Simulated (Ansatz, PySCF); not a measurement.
The pair A = PH3 (SMILES P) (first 4 atoms), B = H2 (SMILES [H][H]); geometry from B3LYP-D3(BJ)/def2-TZVP.
(charge 0, multiplicity 1):
```xyz
6

P     -0.17174     0.15679    -0.14074
H     -1.49194    -0.11720     0.29923
H     -0.48995    -0.05069    -1.50775
H      0.26103    -1.17997     0.05252
H      0.08293    -0.26801     3.51267
H      0.30819     0.22198     2.99955
```

Cores are frozen in the correlated methods. CBS: X⁻³ extrapolation of the correlation energy, Hartree–Fock from the larger set. MP2 and its Hartree–Fock in aug-cc-pV(Q+d)Z are density fitted.

Programs: Ansatz (a program for electronic structure); PySCF for the dispersion terms. Each number belongs to the level named beside it.

The monomers are drawn apart, rigid, along the line of their centres of mass. Counterpoise-corrected interaction energies (kcal/mol):

```tsv
level	R = 4.716 Å	R = 5.987 Å
PBE-D3(BJ)/def2-TZVPPD	-0.1821	-0.0376
MP2/CBS(aug-cc-pV(T+d)Z, aug-cc-pV(Q+d)Z) + ΔCCSD(T)/aug-cc-pV(T+d)Z	-0.1192	-0.0312
```

### Question
R is the distance of the centres of mass. Find the local exponent m of E ∝ R⁻ᵐ between the two points.

### Answer

m = ln(E₁/E₂)/ln(R₂/R₁): PBE-D3(BJ)/def2-TZVPPD 6.6; MP2/CBS(aug-cc-pV(T+d)Z, aug-cc-pV(Q+d)Z) + ΔCCSD(T)/aug-cc-pV(T+d)Z 5.6. For scale, two fixed dipoles give m = 3, dipole and quadrupole 4, quadrupoles 5, and dispersion or dipole-induced dipole 6 at long range; at these distances several terms mix, and what is left of overlap and damping shifts m, so it need not match one of them.
